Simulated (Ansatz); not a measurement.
Geometry optimisation, RKS PBE/def2-SVP in Ansatz.

Input:

```yaml
crystal:
  periodic: [false, false, false]
  atoms:
    - { symbol: "N", position_ang: [0.4036, -2.0628, 0.483] }
    - { symbol: Si, position_ang: [-0.2552, -0.4804, 0.6728] }
    - { symbol: O, position_ang: [0.5404, 0.1831, 1.8993] }
    - { symbol: F, position_ang: [-1.7366, -0.5056, 0.9357] }
    - { symbol: "N", position_ang: [0.1494, 0.2848, -0.8119] }
    - { symbol: C, position_ang: [-0.3183, 1.4895, -0.8947] }
    - { symbol: O, position_ang: [-0.0185, 2.1417, -2.0165] }
    - { symbol: H, position_ang: [-0.1951, -2.4433, -0.2347] }
    - { symbol: H, position_ang: [1.2536, -1.8726, 0.0483] }
    - { symbol: H, position_ang: [0.6776, -0.4231, 2.6843] }
    - { symbol: H, position_ang: [-0.9391, 2.0732, -0.1737] }
    - { symbol: H, position_ang: [0.5152, 1.5606, -2.5582] }
basis:
  gaussian: { orbitals: def2-SVP }
hamiltonian:
  xc: pbe
relax:
  f_tol: 0.02
  max_steps: 50
```

Run as:

```bash
$ ansatz run input.yaml --threads 2 --pin off --max-ram 3072MiB --backend cpu --events-out ev --progress --plain --runs-dir out
```

**Question.** Where does it end, and by what steps?

**Answer.** The run converged. After 17 steps the energy has fallen by 1.151 eV; H11 moved furthest, 1.00 Å.

```tsv
step	energy less start (eV)	largest force component (eV/Å)	accepted
0	0.0000	5.893	yes
1	-0.7621	3.141	yes
2	-1.0321	0.662	yes
3	-1.0639	0.479	yes
4	-1.0792	0.403	yes
5	-1.0999	0.297	yes
6	-1.1166	0.367	yes
7	-1.1231	0.396	yes
8	-1.1364	0.206	yes
9	-1.1452	0.096	yes
10	-1.1445	0.304	no
11	-1.1485	0.061	yes
12	-1.1448	0.320	no
13	-1.1499	0.023	yes
14	-1.1507	0.041	yes
15	-1.1510	0.037	yes
16	-1.1510	0.023	yes
17	-1.1511	0.005	yes
```

```xyz
12
Properties=species:S:1:pos:R:3
N 0.277 -2.089 0.430
Si -0.026 -0.415 0.720
O 0.856 0.131 2.019
F -1.640 -0.350 1.039
N 0.356 0.669 -0.578
C -0.468 1.479 -1.115
O -0.138 2.296 -2.131
H -0.478 -2.644 0.018
H 1.179 -2.367 0.035
H 0.884 -0.513 2.748
H -1.538 1.627 -0.843
H 0.814 2.119 -2.309
```

Whether the end is a true minimum wasn't checked by a vibrational analysis.

The run took 58 s on 2 threads of Arm Neoverse V1 (shared host), peak memory 0.18 GiB.
